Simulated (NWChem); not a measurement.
System: trisilylamine (Si$_{3}$NH$_{9}$); SMILES [SiH3]N([SiH3])[SiH3]

Input file for NWChem:

```
start job
memory heap 200 mb stack 900 mb global 1100 mb
geometry units angstroms noautosym nocenter noautoz
  Si     1.734888    -0.256778    -0.013010
  N      0.000001    -0.000022    -0.012889
  Si    -1.089847    -1.374048    -0.012929
  Si    -0.645039     1.630827    -0.013161
  H      2.184021    -1.011655     1.188434
  H      2.184293    -1.009754    -1.215558
  H      2.387546     1.079985    -0.011941
  H     -0.258548    -2.607663    -0.012540
  H     -1.967673    -1.385928     1.188863
  H     -1.967122    -1.386381    -1.215126
  H     -0.217028     2.396577    -1.215441
  H     -2.129041     1.527704    -0.012819
  H     -0.216458     2.397130     1.188554
end
basis spherical
  * library def2-svpd
end
dft
  xc xpbe96 cpbe96
  iterations 150
  vectors input atomic output neutral.movecs
end
task dft energy
charge 1
dft
  odft
  mult 2
  vectors input atomic output cation.movecs
end
task dft energy
charge -1
dft
  odft
  mult 2
  vectors input atomic output anion.movecs
end
task dft energy
```

The geometry was optimised at B3LYP/6-31G* (spherical d).

Ions are spin-unrestricted doublets at the neutral geometry; other ion states weren't tried.

Problem. What results follow from this input? (PBE/def2-SVPD, vertical spin-unrestricted ions.) Quantities: vertical ionisation energy, ΔSCF (eV); −ε(HOMO) (eV).

Solution. 
```json
{
  "vertical ionisation energy, ΔSCF (eV)": "9.05",
  "−ε(HOMO) (eV)": "6.32"
}
```
